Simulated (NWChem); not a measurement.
System: C$_{3}$H$_{8}$O$_{2}$; SMILES COCOC

Input file for NWChem:

```
start job
memory heap 200 mb stack 900 mb global 1100 mb
geometry units angstroms noautosym nocenter noautoz
  C      0.657972    -1.899696     0.145995
  O     -0.540817    -1.290137    -0.313217
  C     -0.720749     0.003809     0.144431
  O      0.260425     0.855207    -0.409964
  C      0.182343     2.171625     0.091487
  H      0.708740    -1.893368     1.246396
  H      1.544588    -1.395267    -0.253589
  H      0.636056    -2.934180    -0.204556
  H     -1.727762     0.310531    -0.176785
  H     -0.662026     0.050861     1.252043
  H      0.978998     2.746313    -0.387016
  H     -0.785490     2.644274    -0.143166
  H      0.325332     2.204607     1.184397
end
basis spherical
  C library 6-31g*
  O library 6-31g*
  H library 6-31g*
end
dft
  xc pbe0
  iterations 150
end
cosmo
  do_cosmo_smd true
  solvent dmso
end
task dft energy
```

The geometry was optimised at B3LYP/6-31G* (spherical d). Solvent: dimethyl sulfoxide.

Level: PBE0/6-31G* with SMD (1 M gas to 1 M solution), gas-phase geometry.

Problem. What results follow from this input? (PBE0/6-31G* (spherical d), SMD on the gas-phase geometry.) Quantities: solvation free energy (kcal/mol); cavity-dispersion-structure term (kcal/mol); dipole in solution (D).

Solution. 
```yaml
solvation free energy (kcal/mol): -2.5
cavity-dispersion-structure term (kcal/mol): 1.1
dipole in solution (D): 2.24
```
